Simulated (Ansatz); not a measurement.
Consider the substitution at a C–O bond: `CC1=CC(C(F)(F)F)=[O+][Ti-]([Cl])([Cl])([Cl])[O]1` + `[CH3][In]([CH3])[OH]` → `CC1=CC(C(F)(F)F)=[O+][In-]([CH3])([CH3])[O]1` + `[OH][Ti]([Cl])([Cl])[Cl]`.

Gas-phase electronic energies from Ansatz, PBE0-D4/def2-TZVP geometries. CCSD(T)/CBS is the MP2 limit (def2-TZVPP, def2-QZVPP) plus CCSD(T) − MP2 in def2-TZVPP, frozen cores. Functionals use def2-TZVPP. Elements past krypton have def2 core potentials. For In, Ti outer-core shells are correlated without core-valence functions, which leaves a few kJ/mol of doubt a bond. Scalar relativity is left out up to krypton. One conformer a species, not always the lowest.

(1) Is it downhill or uphill in electronic energy at CCSD(T)/CBS, and by how much? (An estimate is asked.)

(2) What do these levels give: r2SCAN-D4, r2SCAN0-D4, PBE0, MP2/def2-SVP, HF/def2-TZVPP, MP2/def2-TZVPP? (Estimate.)

Largest T1 diagnostic among the species: 0.024, so the coupled-cluster value is less sure than usual.

Answers

(1) Computed: Downhill: ΔE = -81.6 kJ/mol.

(2) The calculation gave: r2SCAN-D4 -82.6, r2SCAN0-D4 -88.0, PBE0 -87.3, MP2/def2-SVP -106.8, HF/def2-TZVPP -101.2, MP2/def2-TZVPP -91.8 kJ/mol.

Leaving LDA and LC-ωPBE aside and taking each functional with its dispersion term where it has one, the values, not all of them listed here, spread over 20.1 kJ/mol, from ωB97X-V to revPBE-D4. LDA lies +8.0 kJ/mol from PBE without D4. From PBE to PBE0 (25 % exact exchange), in def2-TZVPP and without D4, ΔE moves by −7.8 kJ/mol.
